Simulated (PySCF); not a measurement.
## Ho²⁺: excitation energy

Ho²⁺ [Xe] 4f11 (high-spin determinant) → Ho²⁺ [Xe] 4f10 6p1 (high-spin determinant), as a difference of total energies. Calculation: PySCF 2.14, in cc-pVDZ-X2C (8s7p5d3f1g, 84 functions); the spin-free X2C one-electron Hamiltonian (Gaussian nucleus). Correlated levels: valence: [Kr] 4d10 frozen; valence and next inner shell: [Ar] 3d10 frozen. The calculations carry no spin-orbit coupling.

| method | excitation energy (eV) |
| --- | --- |
| UHF | 3.929 |
| LDA | 8.425 |
| PBE | 7.997 |
| PBE0 | 7.243 |
| r2SCAN | 7.422 |
| TPSSh | 7.481 |
| MN15 | 8.756 |
| r2SCANh | 7.193 |
| MP2 (valence) | 7.491 |
| SCS-MP2 (valence) | 7.156 |
| MP2 (valence and next inner shell) | 7.802 |
| SCS-MP2 (valence and next inner shell) | 7.374 |

How much does correlation contribute at MP2 (valence and next inner shell)?

7.802 − (3.929) = 3.873 eV, measured against UHF.

A first-order spin-orbit estimate (lowest level to lowest level, LS coupling) adds 0.099 eV.

The basis was made for the ground configuration and has no added diffuse functions, so the excitation energy can come out too high.

The determinant of the upper state and of the lower state mixes LS terms, which raises its energy above the lowest term, most at the Hartree-Fock and MP2 levels.
